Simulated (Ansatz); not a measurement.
```yaml
crystal:
  periodic: [false, false, false]
  atoms:
    - {symbol: N, position_ang: [1.145321, 1.166645, 1.466584]}
    - {symbol: Zr, position_ang: [-0.029177, 0.180967, -0.236769]}
    - {symbol: N, position_ang: [-2.054482, -0.441290, 0.636652]}
    - {symbol: N, position_ang: [1.079222, -1.752171, -0.771720]}
    - {symbol: O, position_ang: [-0.244306, 1.494678, -1.946784]}
    - {symbol: H, position_ang: [2.035008, 1.857120, 1.349100]}
    - {symbol: H, position_ang: [0.836945, 1.158085, 2.555231]}
    - {symbol: H, position_ang: [-2.343524, -1.500283, 0.911188]}
    - {symbol: H, position_ang: [-2.971168, 0.217427, 0.725774]}
    - {symbol: H, position_ang: [0.986543, -2.324820, -1.744134]}
    - {symbol: H, position_ang: [1.920730, -2.204777, -0.165592]}
    - {symbol: H, position_ang: [-0.361102, 2.148431, -2.779519]}
basis:
  gaussian: {orbitals: def2-mTZVPP, fitting: {mean_field: cc-pVTZ-jkfit}}
hamiltonian: {xc: {name: wPBEh}}
output: {forces: true}
```

```sh
$ ansatz run in.yaml --threads 4 --pin off --events-out ev --progress --plain --max-ram 11315MiB
```

(1) How does Ansatz answer? (An estimate is asked.)

Answers

(1) The calculation gave: The input was rejected before any iteration.
```
Functional definition: wPBEh
  name "wPBEh"
  cite "Heyd, Scuseria & Ernzerhof, J. Chem. Phys. 118, 8207 (2003) doi:10.1063/1.1564060"
  cite "Krukau, Vydrov, Izmaylov & Scuseria, J. Chem. Phys. 125, 224106 (2006) doi:10.1063/1.2404663"
  cite "Heyd & Scuseria, J. Chem. Phys. 120, 7274 (2004) doi:10.1063/1.1668634"
  cite "Ernzerhof & Perdew, J. Chem. Phys. 109, 3313 (1998) doi:10.1063/1.476928"
  cite "Perdew, Burke & Ernzerhof, Phys. Rev. Lett. 77, 3865 (1996) doi:10.1103/PhysRevLett.77.3865"
  parent pbe
  parameter a = 0.25
  parameter omega = 0.11/bohr
  exchange = wpbe_x - a*pbe_x_sr(omega) + a*exact_x_sr(omega)
  correlation = pbe_c
Error: <dir> the basis set cc-pVTZ-JKFIT has no functions for Zr
```
